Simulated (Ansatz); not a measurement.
`C[Si](C)(O)Cl` → ethane + `O[Si]Cl` at 600 K and 1 bar (silylene formation by 1,1-elimination).

Isolated molecules relaxed with PBE0-D4/def2-TZVP in Ansatz; ΔE leaves out vibrations. CBS: MP2 limit from def2 TZ/QZ plus the TZ coupled-cluster correction, frozen cores. This one scheme is used for every species. Each species was taken in one conformer, which may not be the lowest.

| species | CCSD(T)/CBS energy (Eh) | H − E (kJ/mol) | S (J/(mol·K)) |
| --- | --- | --- | --- |
| `C[Si](C)(O)Cl` | -904.49412 | 306.6 | 469.7 |
| `CC` | -79.71954 | 228.8 | 274.9 |
| `O[Si]Cl` | -824.69782 | 72.4 | 323.1 |

H − E and S are ideal-gas, rigid-rotor, harmonic terms from PBE0-D4/def2-TZVP, for one conformer and one mirror image of each species. 1 Eh = 2625.50 kJ/mol, R = 8.31446 J/(mol·K).

**Question.** By hand: ΔE, ΔH, ΔS and ΔG.

**Answer.** ΔE = (-79.71954) + (-824.69782) − (-904.49412) = 0.07676 Eh = 201.5 kJ/mol. Δ(H − E) = 228.8 + 72.4 − 306.6 = -5.4, so ΔH = 196.1 kJ/mol. ΔS = 274.9 + 323.1 − 469.7 = 128.3 J/(mol·K). ΔG = 196.1 − 600 × (128.3)/1000 = 119.1 kJ/mol.

**Question.** By hand: the equilibrium constant, and the temperature at which ΔG would vanish if ΔH and ΔS stayed fixed.

**Answer.** log₁₀ K = −ΔG/(RT ln 10) = -10.4. ΔG = 0 at ΔH/ΔS = 1528 K.

The number of gas molecules changes by +1, which sets the sign of ΔS. A doubt of 5 kJ/mol in ΔE shifts log₁₀ K by 0.4 here. Other conformers and mirror images would add mixing entropy, several J/(mol·K) or more a flexible species. These are equilibria of isolated gas molecules and say nothing of rates. Largest T1 diagnostic: 0.014 (customary marks: 0.02 for closed shells, 0.045 for open ones).
